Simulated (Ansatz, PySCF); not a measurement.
C₂H₇AlBrN (SMILES C[N](C)[AlH][Br]), singlet, geometry from GFN2-xTB (such geometries of metal compounds can be far from the true shape). Base run: PySCF with CASSCF(4,6)/STO-3G.

The PySCF input:
```python
from pyscf import gto, scf, mcscf
import numpy

mol = gto.Mole()
mol.atom = '''
    Al   -0.45732501   -0.26296706    0.70154896
    H    -0.99041338   -0.95042947    1.94927876
    Br    1.47190151   -0.98616613   -0.19177157
    N    -1.40915570    1.08936699    0.01960701
    C    -1.13800374    1.90301316   -1.15405956
    C    -2.63751730    1.46873194    0.69650673
    H    -1.94609123    1.81279235   -1.88867879
    H    -1.03770952    2.96015462   -0.88354721
    H    -0.20686256    1.57246387   -1.61823858
    H    -2.59549674    2.50731332    1.04237915
    H    -3.50449891    1.36080764    0.03568228
    H    -2.77303936    0.81524435    1.56306053
'''
mol.basis = 'sto-3g'
mol.verbose = 4
mol.build()

mf = scf.RHF(mol)
mf.kernel()
mc = mcscf.CASSCF(mf, 6, 4)
mc.fix_spin_(ss=0.0)
mc.kernel()
occ = numpy.linalg.eigvalsh(mc.fcisolver.make_rdm1(mc.ci, mc.ncas, mc.nelecas))[::-1]
ss = mc.fcisolver.spin_square(mc.ci, mc.ncas, mc.nelecas)[0]
print('natural occupations', occ.round(4), ' <S^2>', round(ss, 4))
```

Programs used: Ansatz (a first-principles code), PySCF; a row that names a program was run with it.

Each row names what was changed in the base input (with any setting that the change needs).

```tsv
change	ΔE vs base (mEh)	natural occupations	<S^2> of the state
base	0.000	1.98 1.98 0.02 0.01 0.00 0.00	0.00
code = ansatz	-10.815	-	-
active space = 6 electrons, 7 orbitals	-22.669	1.98 1.98 1.98 0.02 0.02 0.02 0.00	0.00
code = ansatz; correction = SC-NEVPT2, all electrons	-169.6	-	-
start = MP2 natural orbitals	-10.828	1.98 1.98 0.02 0.02 0.00 0.00	0.00
state_average = 2 states	4.441	-	-
solver = newton	0.000	1.98 1.98 0.02 0.01 0.00 0.00	0.00
fix_spin_ = off	0.000	1.98 1.98 0.02 0.01 0.00 0.00	0.00
orbitals = fixed (CASCI); correction = SC-NEVPT2	-163.9	2.00 2.00 0.00 0.00 0.00 0.00	0.00
active space = 10 electrons, 8 orbitals	-8.828	2.00 2.00 1.99 1.98 1.98 0.02 0.02 0.01	0.00
conv_tol = 1e-5	0.001	1.98 1.98 0.02 0.01 0.00 0.00	0.00
```

Active orbitals are taken around the Fermi level unless the row says otherwise; CASSCF can end in different local minima, and two programs can end on different orbitals. State-averaged rows give the lowest state.
